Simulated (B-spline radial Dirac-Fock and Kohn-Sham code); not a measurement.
# Elastic and transport cross sections of thulium for electrons

These are calculated numbers from a radial B-spline solver; the model is relativistic (Dirac) partial waves in the static field of the Dirac-Fock atom with Furness-McCarthy exchange, without polarisation or absorption potentials. Below a few hundred eV the neglected polarisation potential matters, most of all at small angles. σ_tr1 and σ_tr2 weight the cross section with 1 − P₁ and 1 − P₂ of cos θ; "backward" is the share scattered beyond 90°.

```csv
energy (eV),σ (a₀²),σ_tr1 (a₀²),σ_tr2 (a₀²),σ/σ_tr1,backward (%)
50,51.8,11.2,18.4,4.64,8.5
51.5,51.2,10.7,17.7,4.79,8.2
66.5,45.5,7.19,12.2,6.33,5.8
80.5,41.1,5.36,8.94,7.66,4.5
86.9,39.3,4.80,7.88,8.18,4.0
100,36.1,4.02,6.35,8.98,3.5
123,31.8,3.39,5.04,9.39,3.1
143,29.0,3.23,4.68,8.97,3.3
176,25.6,3.31,4.77,7.72,4.1
179,25.3,3.33,4.79,7.61,4.2
200,23.7,3.46,4.98,6.86,4.8
228,22.0,3.64,5.20,6.05,5.7
259,20.5,3.80,5.34,5.40,6.7
300,18.9,3.94,5.34,4.81,7.8
303,18.8,3.94,5.33,4.77,7.9
385,16.6,3.98,4.90,4.17,9.6
410,?,?,?,?,?
452,15.3,3.88,4.39,3.95,11
500,14.6,3.76,4.03,3.88,11
```

Question: Fill in the row for 410 eV.

Answer: σ = 16.1 a₀², σ_tr1 = 3.95 a₀², σ_tr2 = 4.71 a₀², σ/σ_tr1 = 4.07, backward 10 %. The ratio σ/σ_tr1 is roughly the number of elastic collisions that randomise the direction.
